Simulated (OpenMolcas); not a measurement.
# N+, P+, As+, Sb+, Bi+: ns² np² down the group

| Quantity | Value |
| --- | --- |
| Program | OpenMolcas |
| Method | XMS-RASPT2, IPEA 0.25 Eh, imaginary shift 0.1 Eh |
| Basis | ANO-RCC-VTZP |
| Scalar Hamiltonian | DKH2, point nucleus |
| Spin-orbit coupling | RASSI with atomic mean-field integrals over the reference wave functions, term energies averaged over their components |

Active space for each ion: 4 electrons in 9 orbitals (RAS2 s p; RAS3 d, at most 2 electrons); closed shells correlated by CASPT2: N+ 1s; P+ 2s 2p; As+ 3d; Sb+ 4d; Bi+ 5d.

Computed levels in cm-1 above ³P₀:

```tsv
Level	N+	P+	As+	Sb+	Bi+
³P₁	43.7	145	951	2570	11210
³P₂	130	416	2320	5030	15050
¹D₂	15930	9220	10220	12290	29610
¹S₀	33950	22350	23290	24070	40770
weight of ³P in the lowest level (%)	100	100	99	96	85
```

Mixed levels, with the weight of the term that names them: Bi+ ³P₂ (56 %), Bi+ ¹D₂ (56 %).

Measured, with the error of the calculation in %. Measured levels: N+, P+, As+, Sb+ from NIST Handbook of Basic Atomic Spectroscopic Data.

```csv
Level,N+,P+,As+,Sb+
³P₁,48.7 (-10.2),165 (-12.3),1063 (-10.6),3055 (-15.9)
³P₂,131 (-0.7),469 (-11.3),2541 (-8.5),5658 (-11.2)
¹D₂,15316 (+4.0),8882 (+3.8),10096 (+1.2),12790 (-3.9)
¹S₀,32689 (+3.8),21576 (+3.6),22599 (+3.0),23906 (+0.7)
```

The fine-structure level ³P₂ changes by a factor of 116 from N+ to Bi+.

Without spin-orbit coupling ¹D lies 15840, 8930, 8370, 7260, 6780 cm-1 above ³P in that order; the difference to the level ¹D₂, of either sign, comes from spin-orbit coupling, which also lowers the zero.

Term energies are means over components that CASPT2 splits; among the terms shown or strongly mixed into the levels shown the widest spread is 53 cm-1 (3s² 3p² ¹D, P+). Active for correlation alone: 3d; no level in the range computed is led by a configuration that fills it, so any true level of that kind is missing (holds for N+). The run also gave levels led by 3s 3p² 3d, 3s² 3p 3d, which use shells meant for correlation; these and all levels above them are left out (holds for P+). The run also gave levels led by 4s 4p² 4d, 4s² 4p 4d, which use shells meant for correlation; these and all levels above them are left out (holds for As+). The run also gave levels led by 5s² 5p 5d, which use shells meant for correlation; these and all levels above them are left out (holds for Sb+). Some terms miss by over 15 % even with CASPT2, which points to a basis or an active space too small for the shells correlated (holds for Sb+). The run also gave levels led by 6s² 6p 6d, which use shells meant for correlation; these and all levels above them are left out (holds for Bi+). Measured partners are found by configuration, term and J. A level has none where our copy of the source lacks it or the pairing is in doubt (some pairs that miss far off the trend of their configuration count as doubtful), and it then counts in no deviation. Only configurations of the active space appear.
